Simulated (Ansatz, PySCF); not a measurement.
Lewis adduct: BH3 (SMILES B) (first 4 atoms) with C2H6S (SMILES CSC); geometry from B3LYP-D3(BJ)/def2-TZVP, rigid monomers moved along the line of their centres of mass till B1···S6 is 3.49 Å.
(charge 0, multiplicity 1):
```xyz
13

B     -0.3293     0.6027     0.7595
H      0.0017    -0.2209    -0.0559
H     -1.4951     0.9039     0.7056
H      0.4334     1.5290     0.8904
C      1.8995    -1.1685     4.0838
S      0.1266    -0.9027     3.8789
C     -0.1497     0.3714     5.1264
H      2.1028    -1.5832     5.0695
H      2.2009    -1.8770     3.3153
H      2.4254    -0.2266     3.9365
H      0.0388    -0.0323     6.1196
H     -1.1916     0.6725     5.0412
H      0.4937     1.2251     4.9194
```

Interaction energies are E(AB) − E(A) − E(B) at the monomers' geometry in the complex; basis-set methods are counterpoise corrected.

Cores are frozen in the correlated methods.

Codes used: Ansatz (a program for electronic structure) with Gaussian orbitals; PySCF for the dispersion terms. Values without a source in brackets are computed.

PBE/def2-TZVPPD gives -271.4 meV for the interaction energy.

### Question
How do the other levels lie against it? Give each less PBE: PBE-D3(BJ)/def2-TZVPPD, r2SCAN/def2-TZVPPD, B3LYP/def2-TZVPPD, wB97M-V/def2-TZVPPD, MP2/aug-cc-pV(D+d)Z, CCSD(T)/aug-cc-pV(D+d)Z.

### Answer
PBE-D3(BJ)/def2-TZVPPD -35.4; r2SCAN/def2-TZVPPD 5.8; B3LYP/def2-TZVPPD 61.3; wB97M-V/def2-TZVPPD 32.2; MP2/aug-cc-pV(D+d)Z 46.0; CCSD(T)/aug-cc-pV(D+d)Z 49.0 meV. 5 of 6 lie above PBE; the widest gap is to B3LYP/def2-TZVPPD.
